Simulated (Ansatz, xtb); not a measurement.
## Relative energy of two isomers of C4H3ClN2

Structure a: `Clc1ncccn1`, a singlet. Structure b: `Clc1cncnc1`, a singlet. Both are isolated molecules in the gas phase, relaxed with B3LYP/def2-SVP.

Energies in hartree; the thermal terms are from GFN2-xTB frequencies at re-optimised GFN2-xTB minima (ideal gas, soft modes damped towards free rotors, one conformer each, 298.15 K, 1 atm) and include the zero-point energy:

|  | a | b |
| --- | --- | --- |
| E, CCSD(T)/def2-SVP | −722.294586 | −722.291623 |
| E, MP2/def2-SVP | −722.219663 | −722.215932 |
| E, MP2/def2-TZVPP | −722.910397 | −722.907028 |
| zero-point energy | 0.064412 | 0.064363 |
| H(298 K) − E | 0.070893 | 0.070885 |
| G(298 K) − E | 0.035176 | 0.035060 |

**Question.** Correct the CCSD(T) difference for the basis set by the MP2 change, then work out ΔE, ΔE₀, ΔH and ΔG for a → b in kJ/mol (1 Eh = 2625.50 kJ/mol) and the equilibrium ratio [b]/[a].

**Answer.** 1. Differences b − a: CCSD(T) +0.002963, MP2 in the small set +0.003731, MP2 in the large set +0.003369 Eh.
2. ΔE = +0.002963 + (+0.003369 − (+0.003731)) = +0.002601 Eh = +6.83 kJ/mol.
3. ΔE₀ = ΔE + ΔZPE = +0.002601 + (−0.000049) Eh = +6.70 kJ/mol.
4. ΔH = ΔE + (−0.000008) Eh = +6.81 kJ/mol.
5. ΔG = ΔE + (−0.000116) Eh = +6.52 kJ/mol, so ΔS = (ΔH − ΔG)/T = +1.0 J/(mol K).
6. kT = 0.9442 mEh, so K = [b]/[a] = exp(−ΔG/kT) = exp(−2.63) ≈ 0.072.

Structure a is favoured at this temperature. An error of 4 kJ/mol in ΔG would change K by a factor of 5. Mirror images and further conformers aren't counted.

As drawn, both hold the same kinds of bond in the same numbers.

Other levels gave ΔE = +8.2 (GFN2-xTB); +4.2 (HF/STO-3G, GFN2-xTB geometries); +12.8 (r2SCAN-D4/def2-SVP, GFN2-xTB geometries); +11.9 (B3LYP/def2-SVP); +10.5 (HF/def2-SVP); +9.8 (MP2/def2-SVP); +7.8 (CCSD(T)/def2-SVP) kJ/mol. The correlated steps freeze 11 core orbitals. Programs: Ansatz 0.2.0, xtb 6.7.1.
